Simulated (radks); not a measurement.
The mean radii <r> (bohr) of the occupied orbitals of an atom or ion are listed with their occupations. All-electron calculation, scalar-relativistic Kohn-Sham, BP86, spin-polarised, spherical densities, finite nucleus; Fermi nuclear charge, rms radius of each element as measured or else 0.836 A^(1/3) + 0.57 fm. Program: a radial shooting solver on a logarithmic mesh with Libxc functionals.

| orbital | occ. | <r> |
|---|---|---|
| 1s up | 1 | 0.02151 |
| 1s down | 1 | 0.02151 |
| 2s up | 1 | 0.09149 |
| 2s down | 1 | 0.09149 |
| 2p up | 3 | 0.08087 |
| 2p down | 3 | 0.08087 |
| 3s up | 1 | 0.2394 |
| 3s down | 1 | 0.2393 |
| 3p up | 3 | 0.2381 |
| 3p down | 3 | 0.2380 |
| 3d up | 5 | 0.2165 |
| 3d down | 5 | 0.2164 |
| 4s up | 1 | 0.5425 |
| 4s down | 1 | 0.5424 |
| 4p up | 3 | 0.5753 |
| 4p down | 3 | 0.5752 |
| 4d up | 5 | 0.6279 |
| 4d down | 5 | 0.6274 |
| 5s up | 1 | 1.338 |
| 5s down | 1 | 1.344 |
| 5p up | 3 | 1.583 |
| 5p down | 1 | 1.601 |
| 6s up | 1 | 3.645 |
| 4f up | 7 | 1.003 |
| 4f down | 4 | 1.048 |

Name the element and its charge. Open shells, if any, are filled with parallel spins first.

Answer. Z = 65, terbium, charge +1: Tb+ in [Kr] 4d10 4f11 5s2 5p4 6s1. The 1s radius gives Z: for a bare nucleus <r> = (2 gamma + 1)/(2Z) with gamma = sqrt(1 - (Z/c)^2), 0.02124 bohr for Z = 65, and screening makes it slightly larger (0.02151 here). The occupations add up to 64, and the charge is Z minus that.
